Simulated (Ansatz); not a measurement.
Mulliken charges of `FCN[SiH2]F` from ωB97M-V/def2-TZVPP in Ansatz (PBE0-D4/def2-TZVP geometry).

```tsv
atom	x (Å)	y (Å)	z (Å)	charge (e)
F1	-0.734	-1.915	0.813	-0.233
C2	0.399	-1.111	0.721	0.076
N3	0.383	-0.289	-0.425	-0.281
Si4	-0.365	1.247	-0.515	0.527
F5	-1.941	1.201	-0.776	-0.311
H6	1.255	-1.790	0.709	0.109
H7	0.422	-0.493	1.622	0.098
H8	0.606	-0.774	-1.281	0.107
H9	0.224	1.970	-1.662	-0.044
H10	-0.167	1.903	0.796	-0.048
```

Problem. By hand: the dipole of these point charges (1 e Å = 4.8032 D).

Solution. Σ q r = (0.746, 0.222, 0.089) e Å, of length 0.783 e Å = 3.76 D.

Problem. How does the dipole of the full density compare? (Estimate.)

Solution. Computed: (0.569, 0.046, -0.075) e Å, 2.77 D; the point charges give 1.36 times that, at 18° from its direction.

Point charges leave out the atoms' own dipoles, such as those of lone pairs, and Mulliken's split depends on the basis, so the two needn't agree.
